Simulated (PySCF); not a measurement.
Compound: C₆H₁₀Se.
Bonds: C1–C2, C2–C3 (double), C3–C4 (double), C4–C5, C4–Se6, Se6–C7. Hydrogens: H8, H9, H10 on C1; H11 on C2; H12, H13, H14 on C5; H15, H16, H17 on C7.

Computed by this run: PBE0-D3(BJ)/def2-SVP geometry optimisation, gas phase (PySCF); density fitting, grid level 2; the optimiser is geomeTRIC in internal coordinates, started from a GFN2-xTB structure.

Step 0: E = -71705.5619 eV
```
atom  x, y, z in Å  |  force x, y, z in eV/Å
C1     -2.3376   -0.9569    0.3416    0.344   0.165  -0.244
C2     -1.2852   -0.3702   -0.5501   -0.652  -0.294   0.284
C3     -0.2953    0.3635   -0.1313   -0.062   0.003  -0.163
C4      0.7012    1.0584    0.3167    1.055   0.087   0.362
C5      0.7411    2.5441    0.4963    0.029  -0.451  -0.020
Se6     2.3645    0.1699    0.8217   -0.267   0.078  -0.066
C7      1.8304   -1.6654    0.4582    0.026   0.624   0.033
H8     -2.1485   -0.7057    1.3824    0.020   0.055   0.393
H9     -2.3538   -2.0418    0.2339   -0.089  -0.419   0.008
H10    -3.3209   -0.5801    0.0600   -0.421   0.083  -0.065
H11    -1.4022   -0.5696   -1.6098    0.054  -0.055  -0.550
H12     1.5362    2.9717   -0.1149    0.264   0.227  -0.209
H13    -0.2095    2.9874    0.2092   -0.312   0.185  -0.091
H14     0.9515    2.7860    1.5384    0.059   0.168   0.361
H15     0.9447   -1.8986    1.0439   -0.288  -0.151   0.189
H16     2.6569   -2.3091    0.7465    0.322  -0.199   0.119
H17     1.6195   -1.7717   -0.6030   -0.083  -0.107  -0.341
```

**Question.** Estimate the geometry and energy of step 1. (The exact step hangs on the optimiser's Hessian estimate; all steps are aligned on step 0, rigid shifts and turns removed.)

**Answer.** E = -71705.6152 eV, largest force 0.240 eV/Å
```
atom  x, y, z in Å  |  force x, y, z in eV/Å
C1     -2.3823   -0.9448    0.3321   -0.083  -0.035   0.063
C2     -1.3188   -0.3592   -0.5442    0.032  -0.009  -0.148
C3     -0.2895    0.3396   -0.1248    0.069   0.028   0.046
C4      0.7366    1.0242    0.3204   -0.212   0.096  -0.060
C5      0.7508    2.5162    0.4924    0.037   0.058   0.019
Se6     2.3781    0.1870    0.8220    0.141  -0.067   0.033
C7      1.8764   -1.6432    0.4667   -0.003  -0.121   0.000
H8     -2.2004   -0.7144    1.3916   -0.009  -0.009  -0.021
H9     -2.4258   -2.0417    0.2168    0.000   0.033   0.001
H10    -3.3786   -0.5570    0.0581    0.028  -0.013   0.007
H11    -1.4200   -0.5355   -1.6278    0.003   0.011   0.071
H12     1.5411    2.9724   -0.1273   -0.025  -0.006   0.013
H13    -0.2149    2.9554    0.2050    0.021  -0.033   0.003
H14     0.9600    2.7840    1.5417   -0.012   0.002  -0.026
H15     0.9996   -1.9195    1.0699    0.038   0.009  -0.015
H16     2.7327   -2.2744    0.7467   -0.038   0.049  -0.017
H17     1.6481   -1.7771   -0.5999    0.012   0.005   0.032
```

The energy changes by -0.0533 eV. The first-order estimate −F·Δx gives -0.1196 eV and the mean of the old and new forces, exact on a quadratic surface, -0.0523 eV. The step makes an angle of 73° with the force vector and moves no atom by more than 0.083 Å.

The cost below is that of the whole optimisation. Hardware: one thread of an Arm Neoverse V1, on a shared host. Cost: 72 s of wall time, 0.88 GiB resident at most.
